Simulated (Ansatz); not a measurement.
CH6BBrSi (`BC([SiH3])Br`), relaxed with RKS PBE-D4/def2-SVP in Ansatz from a rough embedded geometry. The force threshold is 0.03 eV/Å; the program also tests the step.

Total charge 0; spin multiplicity 1.

Start:

```xyz
10

B    -0.601   -0.328    1.344
C     0.240   -0.698    0.103
Si    0.386    0.797   -0.954
Br   -0.673   -2.060   -0.934
H    -1.622   -0.937    1.634
H    -0.226    0.473    2.173
H     1.240   -1.007    0.388
H     1.136    0.531   -2.179
H     1.067    1.937   -0.203
H    -0.948    1.292   -1.373
```

Problem. By how much does the energy fall, and how many steps does the optimiser take? (An estimate is asked.)

Solution. The calculation gave: 0.26 eV, in 7 steps.

Problem. Which bonds change most? (Estimate.)

Solution. The calculation gave: C2–Si3 from 1.837 to 1.936 Å; Si3–H8 from 1.461 to 1.500 Å; C2–Br4 from 1.939 to 1.974 Å; C2–H7 from 1.085 to 1.109 Å.

Problem. Give the relaxed structure. (Best estimate.)

Solution. The calculation gave: 
```xyz
10

B    -0.592   -0.344    1.382
C     0.241   -0.756    0.157
Si    0.318    0.838   -0.939
Br   -0.496   -2.177   -0.999
H    -1.786   -0.555    1.451
H    -0.033    0.304    2.249
H     1.301   -1.010    0.364
H     1.115    0.496   -2.163
H     1.001    1.944   -0.181
H    -1.069    1.261   -1.320
```
